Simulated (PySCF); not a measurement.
## Structure from 2D NMR

Compound of formula C6H8N2OSi. Correlations simulated from computed shifts and the bond graph:

HSQC (one-bond C–H):
```csv
δH,δC
12.29,244.4
6.64,138.4
5.71,127.2
5.67,127.2
3.59,58.0
```

COSY cross peaks (H two or three bonds apart, from the bond graph; peaks can be absent where the dihedral angle is near 90°):
```csv
δH,δH
12.29,5.09
6.64,5.71
6.64,5.67
6.64,3.59
5.71,5.67
```

HMBC (two and three bonds, from the bond graph):
```csv
δH,δC
6.64,"162.2, 127.2, 58.0"
5.71,"138.4, 58.0"
5.67,"138.4, 58.0"
5.09,"244.4, 162.2"
3.59,"162.2, 138.4, 127.2, 116.4"
```

Carbons without hydrogens: δ 162.2, 116.4.

[PySCF 2.14: shielding tensors at PBE0/pcSseg-1 (GIAO); geometry: GFN2-xTB; one computed conformer; one averaged value for each set of equivalent atoms; non-relativistic; no solvent]

Referencing at the same level of theory: TMS for $^{1}$H (σref 31.72), $^{13}$C (σref 186.93).

Exchangeable hydrogens are left out of these lists.

Q: Which molecule is this?

A: SMILES C=CC/C(C#N)=N/[SiH2]C=O.

Structure with atom numbers: `[CH2:1]=[CH:2][CH2:3]/[C:4]([C:5]#[N:6])=[N:7]/[SiH2:8][CH:9]=[O:10]`. Hydrogens are named by the atom that carries them. Ha(C1) is cis to C3; Hb(C1) is trans to C3.

1. δC 244.4 is C9, a carbonyl carbon (δH 12.29).
2. δC 162.2 is C4, a C=N carbon.
3. δC 138.4 is C2, an alkene CH (δH 6.64).
4. δC 127.2 is C1, a terminal =CH2 carbon (δH 5.67, 5.71).
5. δC 116.4 is C5, a nitrile carbon.
6. δC 58.0 is C3, an allylic sp3 CH2 (δH 3.59).
7. HMBC from δH 6.64 reaches the proton-free carbon C4.
8. HMBC from δH 5.09 reaches the proton-free carbon C4.
9. HMBC from δH 3.59 reaches the proton-free carbons C4, C5.
10. COSY links 12.29–5.09, 6.64–5.71, 6.64–5.67, 6.64–3.59, 5.71–5.67.

This is the structure that produced the data.

Shifts are as computed. Against solution values, carbons near 30 ppm lie about +3 ppm off and those near 130 ppm about +5 ppm. Of 1211 compounds with measured shifts, 218 miss one by over three times the rms of a fit or turn the order of signals round; such compounds aren't used in these exercises.
